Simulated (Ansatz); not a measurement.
Abridged output of a molecular run in Ansatz:

```
Functional definition: HF
1726 factors; integrals over basis functions are off by at most 1.4e-3 eV
mean field evaluation 1: about -16409.3904 eV, gradient 6.7e1 eV
mean field evaluation 2: about -16409.6641 eV, gradient 6.8e1 eV
mean field evaluation 4: about -16419.0791 eV, gradient 6.6e0 eV
mean field evaluation 8: about -16419.2686 eV, gradient 8.9e-1 eV
mean field evaluation 16: about -16419.2745 eV, gradient 3.2e-6 eV
mean field -16419.27447186 eV, -603.3972074568 hartree, gradient 3.2e-6 eV, S^2 0.000000; 0 other end points of the search recorded, 0 dependent functions left out; unrestricted orbitals would lower it
11 core orbitals not correlated: weight in the atoms' cores, before any rotation towards them, 1.000 or more for the frozen orbitals, at most 0.000 for the correlated occupied ones
reference -16419.27447186 eV, -603.3972074568 hartree; 29, 29 occupied and 134, 134 virtual orbitals, 1726 factors
second order -45.01192957 eV of doubles, -0.00000000 eV of singles
cycle   1  -44.36448882 eV  change    6.5e-1 eV  update   1.9e-1
cycle   2  -45.64304380 eV  change    -1.3e0 eV  update   5.9e-2
cycle   3  -45.99526708 eV  change   -3.5e-1 eV  update   3.0e-2
cycle   4  -45.97933109 eV  change    1.6e-2 eV  update   7.7e-3
cycle   5  -45.97084563 eV  change    8.5e-3 eV  update   3.5e-3
cycle   6  -45.97362891 eV  change   -2.8e-3 eV  update   1.1e-3
cycle   7  -45.97327914 eV  change    3.5e-4 eV  update   4.7e-4
cycle   8  -45.97275887 eV  change    5.2e-4 eV  update   1.8e-4
cycle   9  -45.97277073 eV  change   -1.2e-5 eV  update   8.7e-5
cycle  10  -45.97286795 eV  change   -9.7e-5 eV  update   3.8e-5
cycle  11  -45.97280235 eV  change    6.6e-5 eV  update   2.1e-5
perturbative correction -1.69271041 eV, -0.0622059602 hartree
Total energy: -16466.93998461 eV, -605.1488827418 hartree
```

Its atoms:

Cartesian coordinates in Å:
```
C -2.332 -0.601 1.555
C -0.904 -0.369 1.216
O -0.003 -0.114 1.947
O -0.707 -0.515 -0.153
C 0.447 -0.038 -0.639
C 1.364 -0.644 -1.385
C 2.384 0.365 -1.714
O 3.388 0.258 -2.335
O 2.001 1.579 -1.150
C 0.807 1.408 -0.510
O 0.189 2.284 -0.005
H -2.696 -1.509 1.072
H -2.923 0.235 1.176
H -2.441 -0.669 2.634
H 1.424 -1.671 -1.708
```

Which basis set was used?
A. def2-SVPD
B. def2-QZVPP
C. def2-SVP
D. def2-TZVPP

C. It gives 174 functions.

Write the keys of the input that set method, charge and spin (a neutral closed shell needs none for the last two).


```yaml
correlation: {method: ccsd_t}
```
